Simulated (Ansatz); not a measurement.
A structure relaxed at PBE0-D4/def2-TZVP, charge 0, multiplicity 1:

| atom | x (Å) | y (Å) | z (Å) |
| --- | --- | --- | --- |
| C1 | 1.205 | -1.935 | -1.881 |
| N2 | 1.115 | -1.175 | -0.658 |
| C3 | 2.349 | -0.531 | -0.284 |
| Ge4 | -0.446 | -0.373 | -0.173 |
| O5 | -1.667 | -1.396 | -0.974 |
| N6 | -0.800 | 1.346 | -0.697 |
| C7 | -0.038 | 2.429 | -0.123 |
| C8 | -1.187 | 1.594 | -2.064 |
| N9 | -0.470 | -0.326 | 1.642 |
| C10 | 0.079 | -1.415 | 2.410 |
| C11 | -1.461 | 0.441 | 2.352 |
| H12 | 1.945 | -2.738 | -1.771 |
| H13 | 0.244 | -2.393 | -2.115 |
| H14 | 1.514 | -1.322 | -2.743 |
| H15 | 3.139 | -1.278 | -0.131 |
| H16 | 2.714 | 0.177 | -1.046 |
| H17 | 2.228 | 0.016 | 0.654 |
| H18 | -2.558 | -1.154 | -0.713 |
| H19 | 0.271 | 2.185 | 0.895 |
| H20 | 0.868 | 2.667 | -0.704 |
| H21 | -0.644 | 3.344 | -0.080 |
| H22 | -1.851 | 2.467 | -2.121 |
| H23 | -0.326 | 1.798 | -2.721 |
| H24 | -1.725 | 0.736 | -2.471 |
| H25 | 0.608 | -1.037 | 3.294 |
| H26 | -0.699 | -2.109 | 2.765 |
| H27 | 0.787 | -1.984 | 1.806 |
| H28 | -1.020 | 0.930 | 3.231 |
| H29 | -1.878 | 1.218 | 1.708 |
| H30 | -2.293 | -0.184 | 2.713 |

Problem. Give its formula and SMILES.

Solution. C6H19GeN3O, `C[N](C)[Ge]([OH])([N](C)C)[N](C)C`.

Problem. Point group (tolerance 0.08 Å, 0.16 Å for H)?

Solution. C1.

Problem. Summarise the bond lengths by kind.

Solution. 6 × C–N 1.441 to 1.443 Å; 18 × C–H 1.090 to 1.102 Å; 3 × Ge–N 1.816 to 1.832 Å; 1 × Ge–O 1.782 Å; 1 × H–O 0.959 Å.

All numbers were calculated with Ansatz.
